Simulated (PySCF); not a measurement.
Computed with TPSSh-D3(BJ)/def2-TZVP // TPSS-D3(BJ)/def2-SVP (PySCF 2.14.0). All species are isolated molecules in the gas phase. 

Reference species: [Ti(Br)(H)3] (neutral, multiplicity 1).

- charge on the central atom (Mulliken): 0.72 e
- LUMO: -3.75 eV

Changed species: [Ti(Br)2(H)2] (2 of 4 Br replaced by H; the reference has 3 of 4 Br replaced by H).

### Question
Predict the effect on the charge on the central atom (Mulliken) and LUMO.

### Answer
the charge on the central atom (Mulliken) goes up by 0.08 e, to 0.80 e; the LUMO decreases by 0.24 eV, to -3.99 eV.
